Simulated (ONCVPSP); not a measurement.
u(r) = r·R(r): atom against pseudo-atom (niobium (Nb))

Columns: radius, all-electron u(r) and pseudo u(r) of the 4s shell (level -59.03 eV) of niobium in the configuration [Ar] 3d10 4s2 4p6 4d4 5s0.5 5p0.5; PBE, scalar-relativistic, ONCV scheme, ONCVPSP 4.0.1.

| r (bohr) | all-electron | pseudo |
| --- | --- | --- |
| 0.125 | 0.3375 | 0.1268 |
| 0.250 | -0.3901 | 0.2628 |
| 0.375 | -0.5386 | 0.4118 |
| 0.500 | -0.1297 | 0.5694 |
| 0.625 | 0.3796 | 0.7226 |
| 0.750 | 0.7690 | 0.8542 |
| 0.875 | 0.9928 | 0.9474 |
| 1.000 | 1.0744 | 0.9912 |
| 1.125 | 1.0558 | 0.9832 |
| 1.250 | 0.9764 | 0.9297 |
| 1.375 | 0.8669 | 0.8433 |
| 1.500 | 0.7478 | 0.7386 |
| 1.625 | 0.6316 | 0.6291 |
| 1.750 | 0.5251 | 0.5247 |
| 1.875 | 0.4313 | 0.4313 |
| 2.000 | 0.3510 | 0.3509 |
| 2.125 | 0.2835 | 0.2834 |
| 2.250 | 0.2276 | 0.2276 |
| 2.375 | 0.1819 | 0.1818 |
| 2.500 | 0.1447 | 0.1447 |
| 2.625 | 0.1148 | 0.1148 |
| 2.750 | 0.0908 | 0.0908 |
| 2.875 | 0.0717 | 0.0717 |
| 3.000 | 0.0564 | 0.0564 |
| 3.125 | 0.0444 | 0.0444 |
| 3.250 | 0.0348 | 0.0348 |

Question: How many radial nodes do the two functions have?

Answer: The all-electron 4s function has n − l − 1 = 3 (the table is too coarse to show those close to the nucleus); the pseudo-wave has 0, since the states of the same l below it are removed with the core.

Question: At about which radius was the pseudo-wave matched?

Answer: 1.95 bohr. The columns agree to 0.0005 from 1.75 bohr on; several derivatives are matched, so the curves merge somewhat inside the radius.

Question: Where does each function peak?

Answer: Outermost all-electron maximum near 1.00 bohr, pseudo maximum near 1.00 bohr (to the table’s step).

Question: Is the pseudo-wave norm-conserving?

Answer: Yes: the ONCV scheme keeps the norm inside the radius equal to the all-electron one, which fixes the energy derivative of the logarithmic derivative at the level.
